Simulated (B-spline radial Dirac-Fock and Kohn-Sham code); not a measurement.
**Run log: Ga**

ΔSCF core binding energies without Breit or QED terms, calculated with a radial B-spline solver. Keys: rel is the Hamiltonian (dirac, or spin-free x2c and nr, where L3 and M5 stand for the whole 2p and 3d shells), method is hf or an exchange,correlation pair (spin-unpolarised, also for the hole states), nuc the nuclear model, radius_factor scales its radius, rmax is the box in bohr, h the logarithmic mesh step, order the B-spline order, points the quadrature points per cell, c_factor scales the speed of light, and damp, ndamp, maxit and tol steer the iteration. The run stops when the commutator error falls below 10·tol·max(1, Z/10), or the numerical noise floor, and the energy has settled to about 1e-8 Ha; the virial ratio is −V/T.

Input (task.json):

```json
{"items": [{"Z": 31, "q": 0, "cfg": [[1, 0, 2], [2, 0, 2], [2, 1, 6], [3, 0, 2], [3, 1, 6], [3, 2, 10], [4, 0, 2], [4, 1, 1]], "A": 69, "rrms": 3.9973, "do": "settings", "holes": ["K", "L3", "M5"],
  "settings": [{"rel": "dirac", "method": "hf", "nuc": "fermi", "radius_factor": 1.0, "rmax": 45.0, "h": 0.3, "order": 8, "points": 4, "c_factor": 1.0, "maxit": 64, "damp": 0.5, "ndamp": 3, "tol": 1e-08}]}]}
```

Command: `python xray2_run.py task.json out`

Ground-state iterations:

```
iter   energy (Ha)        error
   1    -1942.04138183  1.13e+00
   2    -1942.46675439  8.19e-02
   3    -1942.56256401  2.47e-02
   4    -1942.56346796  1.12e-02
   5    -1942.56374387  1.05e-03
   6    -1942.56375339  1.96e-04
   7    -1942.56375438  4.75e-05
   8    -1942.56375444  1.02e-05
   9    -1942.56375445  1.72e-06
  10    -1942.56375445  3.79e-07
  11    -1942.56375445  3.38e-08
```

The ground state converged in 11 iterations, with total energy -1942.56375 Ha, virial ratio 1.98003 and highest orbital energy -5.60 eV. ΔSCF binding energies: K (1s) 10396.0 eV, L3 (2p3/2) 1126.0 eV, M5 (3d5/2) 24.79 eV.

One setting is outside the advised range (too few quadrature points), but here it does no visible harm: the result matches the run with default settings.
